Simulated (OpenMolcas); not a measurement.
Ta2+ among 4 point charges of -2.5 e arranged as a square (D4h), 2.32 Å from the ion.
```
   2.3200    0.0000    0.0000  -2.50
   0.0000    2.3200    0.0000  -2.50
  -2.3200    0.0000    0.0000  -2.50
   0.0000   -2.3200    0.0000  -2.50
```

- Program: OpenMolcas
- Method: SS-CASPT2, IPEA 0.25 Eh, imaginary shift 0.1 Eh (closed shells correlated: 4f 5s 5p)
- Basis: ANO-RCC-VDZP [7s6p4d2f1g]
- Scalar Hamiltonian: DKH2, point nucleus
- Active space: 3 electrons in 5 orbitals (5d)
- State averaging: 2S+1 = 4 even, 10 roots; 2S+1 = 2 even, 40 roots
- Spin-orbit coupling: RASSI with atomic mean-field integrals over the reference wave functions

Problem. What is the spin-free ground state (labels of D4, the rotations of D4h)?

Solution. 2E, 2-fold in its orbital part, 53 % from free-ion D terms; d3 allows 2S+1 = 4, so this is a state of lower spin.

Problem. Where is the first state of the same spin?

Solution. A 1-fold state lies at 9760 cm-1 above the ground state.

Problem. What are the lowest two levels with spin-orbit coupling?

Solution. A 2-fold level E1/2 with g = 0.00, 0.20, 0.20, then a 2-fold level E3/2 1270 cm-1 above it. Their leading multiplicities are 2 (100 %) and 2 (99 %).

Problem. What is χT at 300 K, and how does it compare with the textbook value?

Solution. The lowest level has 2S+1 = 2, for which the spin-only value is χT = S(S+1) / 2 = 0.375 cm3 K/mol (g = 2). The computed 0.082 at 300 K differs by -0.293, through orbital momentum, spin-orbit coupling and any other state in reach.

An orbital doublet at a regular site is open to a Jahn-Teller distortion, which this geometry leaves out. Free-ion shares, where given, are those of the reference states; single-state CASPT2 does not remix them. This is an electrostatic model: the charges have no orbitals. An unlabelled pair can be two single states that coincide in this model. No measured value stands beside these numbers.
